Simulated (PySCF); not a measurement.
## Molecular orbitals of LiBr⁺

M06-2X at R = 2.684 Å; basis Li jorge-DZP-DKH, Br jorge-DZP-DKH; spin-free X2C with a Gaussian nucleus; PySCF 2.14. State: ²Π (doublet), unpaired electrons π ↑. Only the outer orbitals are listed, counted within each symmetry.

```
spin  orbital  occ.  ε (eV)  on Li (%)  main shells (%)
   α       8σ     1  -30.42          1          98 Br s
   α       4π     1  -17.09          1          99 Br p
   α       9σ     1  -16.43          7          92 Br p
   α       4π     1  -15.86          2          98 Br p
   α      10σ     0   -6.22         99          91 Li s
   α       5π     0   -4.61        100         100 Li p
   α       5π     0   -4.54         99         100 Li p
   β       8σ     1  -28.60          2          98 Br s
   β       9σ     1  -15.91          9          91 Br p
   β       4π     1  -15.35          2          98 Br p
   β       4π     0  -10.06          5          95 Br p
   β      10σ     0   -6.20         99          91 Li s
   β       5π     0   -4.51         97          97 Li p
```

Question: Which are the highest filled and the lowest empty level, where do they sit, and how wide is the gap?

Answer: Highest filled β 4π at -15.35 eV (in %: 98 Br p); lowest empty β 4π at -10.06 eV (in %: 95 Br p); the gap at M06-2X is 5.29 eV. Both belong to one degenerate shell, split only by its one-sided filling, so this is no excitation gap.

```json
{
  "bond order (Mayer)": "0.46",
  "⟨S²⟩": "0.751",
  "charge on Li (Mulliken, basis-dependent)": "0.75",
  "charge on Li (Löwdin, basis-dependent)": "0.44",
  "dipole moment (positive dipole points towards Br; it is taken about the centre of mass and depends on that origin)": "-10.23 D"
}
```

Spin–orbit coupling is left out. The state is the lowest determinant that a PBE0 search found; another state may lie lower at other levels.
